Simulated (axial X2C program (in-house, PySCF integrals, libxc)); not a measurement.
## SeN: nuclear properties from DFT to coupled cluster

Computed with an axial X2C code built on PySCF integrals: two-component X2C with atomic mean-field Coulomb and Gaunt terms, Gaussian nuclei, basis Se dyall-acv3z, N dyall-av3z with contracted cores.

R = 1.642 Å (near the PBE0 minimum at charge 0 of the determinant lowest at the starting distance; the state shown can have its own minimum elsewhere); state Ω = 1/2 (⟨Sz⟩ = -0.50, ⟨Lz⟩ = 1.00 at PBE0).

| level | Eeff magnitude (GV/cm) | Ws magnitude Se (kHz) | A∥/gI Se (MHz) | qzz Se (a.u.) | A∥/gI N (MHz) | μ (D) |
| --- | --- | --- | --- | --- | --- | --- |
| PBE0 | 0.247 | 0.141 | 1350 | 0.25 | 371 | -2.17 |
| HF | 1.01 | 0.783 | 1690 | 1.15 | 119 | -1.61 |
| B3LYP | 0.259 | 0.154 | 1340 | 0.35 | 373 | -2.23 |

Eeff is the effective electric field on the electron electric dipole moment in this Ω state and Ws the scalar–pseudoscalar constant of the nucleus named (defined with the proton number Z and per Ω); A∥ (defined per Ω) follows by multiplying with gI = μI/(I μN); qzz is the electric field gradient, eQq0 = 234.96 MHz × Q/barn × qzz; μ is positive if the N end (last atom) is positive. The operators were transformed with the bare-nucleus X2C matrices; with these basis sets, hyperfine constants and field gradients can be off by tens of per cent, and where levels differ in sign neither size nor sign is settled.

Finite-field MP2, CCSD and CCSD(T), with 21 electrons correlated in 130 natural virtual spinors (MP2 remainder added):

```
  level  Eeff magnitude (GV/cm)  Ws magnitude Se (kHz)  A∥/gI Se (MHz)  qzz Se (a.u.)  A∥/gI N (MHz)  μ (D)
    MP2                   0.249                  0.141            1510           0.14            313  -2.29
   CCSD                   0.323                  0.204            1380           0.20            314  -2.20
CCSD(T)                   0.227                  0.123            1330           0.05            329  -2.25
```

T1 = 0.058 (Lee–Taylor), a sign of multireference character. One unrestricted determinant, the lowest of a limited PBE0 search, is the reference; the functionals treat spin collinearly. Eeff spreads by more than a factor of two over the levels. Correlation of the inner shells is missing, which matters for properties at the nucleus. Number of frozen shells: Se 3 s, 2 p; N 1 s.

By how much does correlation change each value, CCSD(T) against HF?

Eeff magnitude -78 %; Ws magnitude Se -84 %; A∥/gI Se -21 %; qzz Se -96 %; A∥/gI N 176 %; μ 40 %.
